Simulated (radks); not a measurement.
Charge is removed step by step from the 5s level of Cs, starting from [Xe] 6s1. Calculated with a radial shooting solver on a logarithmic mesh with Libxc functionals: non-relativistic Kohn-Sham, PBE, spin-unpolarised, spherical densities, point nucleus; relativity is left out, which matters for an element this heavy.

| removed (e) | E - E(0) (eV) | eigenvalue (eV) | E minus straight line (eV) |
|---|---|---|---|
| 0 | 0.000 | -24.797 | 0.000 |
| 0.125 | 3.171 | -25.942 | -0.528 |
| 0.25 | 6.487 | -27.116 | -0.911 |
| 0.375 | 9.951 | -28.315 | -1.146 |
| 0.5 | 13.566 | -29.536 | -1.229 |
| 0.625 | 17.336 | -30.778 | -1.159 |
| 0.75 | 21.261 | -32.039 | -0.932 |
| 0.875 | 25.346 | -33.317 | -0.546 |
| 1 | 29.591 | -34.611 | 0.000 |

Removing the whole electron costs 29.591 eV by Delta-SCF, against 24.797 eV from minus the eigenvalue at the starting occupation. Slater's transition state (half an electron removed) gives 29.536 eV. Integrating minus the eigenvalue over the occupation (Janak's theorem) gives 29.591 eV. The mean slope of the eigenvalue, de/dn, is 9.81 eV per electron.
